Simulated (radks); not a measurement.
Question: Species: the copper ion Cu4+. Configuration: [Ar] 3d6.5 4s0.5 (fractional occupations, a model configuration). All-electron calculation, scalar-relativistic Kohn-Sham, exchange-only B88, spin-polarised, spherical densities, point nucleus; open shells are filled with parallel spins first. Program: a radial shooting solver on a logarithmic mesh with Libxc functionals. Some entries of the table are withheld. Estimate them.

orbital  occ.  eigenvalue (hartree)  r(max) (bohr)  <r> (bohr)
1s up       1             -328.1243        0.03411     0.05213
1s down     1             -328.1225        0.03411     0.05213
2s up       1             -41.92373         0.1967      0.2354
2s down     1             -41.82414         0.1966      0.2350
2p up       3             -36.56688         0.1583      0.2066
2p down     3             -36.49156         0.1581      0.2062
3s up       1              -6.95885         0.6078         (1)
3s down     1              -6.76470         0.6089         (2)
3p up       3              -5.37106         0.6106      0.7198
3p down     3              -5.17947         0.6123      0.7236
3d up       5                   (3)         0.5688      0.7850
3d down   1.5                   (4)         0.5740      0.7975
4s up     0.5              -1.84292          1.691       1.873
4s down     0              -1.73492          1.710       1.906

Answer: 
(1) 3s up <r> (bohr): 0.6952
(2) 3s down <r> (bohr): 0.6977
(3) 3d up eigenvalue (hartree): -2.80531
(4) 3d down eigenvalue (hartree): -2.61401
